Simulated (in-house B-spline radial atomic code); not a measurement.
Inner levels of antimony as electrons are removed. A shift is the extra binding of the orbital against the neutral atom ([Kr] 4d10 5s2 5p3). Computed with a B-spline radial code for spherical atoms: non-relativistic Hartree-Fock, average of the configuration, point nuclei.

This level leaves out relativity, spin-orbit splitting included, which matters for heavy ions.

```csv
ion,configuration,shift of 3p (eV),shift of 3s (eV),shift of 2p (eV),radius of 3p (bohr),radius of 3s (bohr),radius of 2p (bohr),Σ<r²> (bohr²),change of density at nucleus (bohr⁻³)
Sb22+,[Ar] 3d10 4s1,612.54,611.52,651.13,0.32774,0.33719,0.10954,2.7316,-29.177
Sb23+,[Ar] 3d10,?,?,?,?,?,?,?,?
Sb24+,[Ar] 3d9,721.3,719.01,784.63,0.32424,0.3343,0.10942,2.0122,-221.17
Sb25+,[Ar] 3d8,790.51,787.9,875.61,0.32133,0.33175,0.10931,1.8719,-176.91
Sb26+,[Ar] 3d7,860.98,857.97,968.74,0.31846,0.32922,0.1092,1.7386,-131.01
Sb27+,[Ar] 3d6,?,?,?,?,?,?,?,?
Sb28+,[Ar] 3d5,1005.66,1001.57,1161.38,0.31284,0.32421,0.10896,1.4909,-34.252
```

Question: Fill in the row of Sb23+.

Answer: shift of 3p (eV): 653.35; shift of 3s (eV): 651.31; shift of 2p (eV): 695.82; radius of 3p (bohr): 0.32717; radius of 3s (bohr): 0.33687; radius of 2p (bohr): 0.10952; Σ<r²> (bohr²): 2.16; change of density at nucleus (bohr⁻³): -263.78.

Question: Fill in the row of Sb27+.

Answer: shift of 3p (eV): 932.7; shift of 3s (eV): 929.19; shift of 2p (eV): 1064; radius of 3p (bohr): 0.31563; radius of 3s (bohr): 0.3267; radius of 2p (bohr): 0.10908; Σ<r²> (bohr²): 1.6117; change of density at nucleus (bohr⁻³): -83.455.
